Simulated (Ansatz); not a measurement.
The first iterations of a band of CH5FGe + H2 (10 atoms, charge 0, multiplicity 1).

Level of theory: Ansatz 0.2.0, UKS PBE0/def2-SVP.

```json
{
  "movable images": "5",
  "climbing image": "yes",
  "spring": "5.0 eV/Å²",
  "optimiser": "quadratic models (default)",
  "start path": "through a guess of the saddle point",
  "force threshold": "0.5 eV/Å",
  "iteration limit": "60",
  "end points": "relaxed"
}
```

First end point:

```xyz
10
Properties=species:S:1:pos:R:3
Ge -0.622 -0.999 -0.036
F 1.121 -1.150 0.105
H -1.042 -2.053 -1.074
H -1.183 -1.322 1.360
C -0.981 0.815 -0.607
H 2.707 0.338 1.042
H 3.155 0.861 1.366
H -0.583 1.530 0.127
H -2.065 0.975 -0.704
H -0.507 1.006 -1.580
```

Last end point:

```xyz
10
Properties=species:S:1:pos:R:3
Ge -0.374 -0.717 0.614
F 2.346 -0.019 -0.940
H -0.269 -1.982 -0.254
H -1.391 -0.954 1.746
C -0.810 0.853 -0.451
H 2.153 -0.140 -0.041
H 1.007 -0.505 1.300
H -0.973 1.726 0.197
H -1.719 0.678 -1.043
H 0.030 1.060 -1.129
```

| iteration | highest image above the first end (eV) | largest band force component (eV/Å) |
| --- | --- | --- |
| 1 | 1.938 | 2.826 |
| 2 | 1.718 | 1.867 |
| 3 | 1.564 | 1.748 |

Does the band converge within its limit, and where does its top end?

The forces met the threshold. It ended after 11 iterations with the highest image 1.917 eV above the first end. The threshold of 0.5 eV/Å is loose, so the images may lie well off the minimum-energy path. Neighbouring images differ by up to 1.5 eV, so the band resolves the path poorly. The order of the stationary point at the top wasn't checked. The orbitals stay closed-shell, which can raise the energy where a bond breaks towards radicals; this wasn't checked here.

The run took 2.9 min on 4 threads of Arm Neoverse N1 (shared host), peak memory 0.28 GiB.
